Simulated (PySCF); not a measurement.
Computed properties of In(F)(SH)2 (FH2InS2), SMILES [F][In]([SH])[SH]

FH2InS2, SMILES [SH][In]([F])[SH]. Coordinates come from a B3LYP-D3(BJ)/def2-SVP optimisation. The def2 effective core potentials stand for the cores of In; spin–orbit coupling is left out. The values are those of a single conformer. All values are computed for the isolated molecule unless a solvent is named; none is compared with measurement here.

**Structure.** The optimised structure has Cs symmetry. All 12 harmonic modes at B3LYP-D3(BJ)/def2-SVP (PySCF) are real, so it is a minimum. With heavy atoms numbered as in [In:1]([F:2])([SH:3])[SH:5], the shortest bond between them is In1–F2 at 1.966 Å and the longest In1–S3 at 2.407 Å.

**Vibrations.** The strongest infrared lines (harmonic, unscaled, degenerate partners summed) lie at 602 cm⁻¹ (59 km/mol, F 85 %, In 14 %), 374 cm⁻¹ (46 km/mol, S 66 %, In 32 %), 184 cm⁻¹ (34 km/mol, H 96 %). The softest mode is at 72 cm⁻¹ and the zero-point energy is 12.4 kcal/mol.

**Electronic structure.** r2SCAN/def2-TZVP (PySCF) places the frontier levels at -6.96 and -3.05 eV, a gap of 3.91 eV, and gives a dipole moment of 2.11 D and a mean polarisability of 76.7 bohr³.

**Excitations.** TDDFT-ωB97X/def2-SVPD (PySCF) has S1 at 4.56 eV (272 nm, f = 0.000, dark); the most intense of the 10 singlets computed lies at 6.78 eV (f = 0.78). T1 (TDA) is at 4.23 eV. No vertical singlet excitation falls in the visible range (under 3.1 eV).
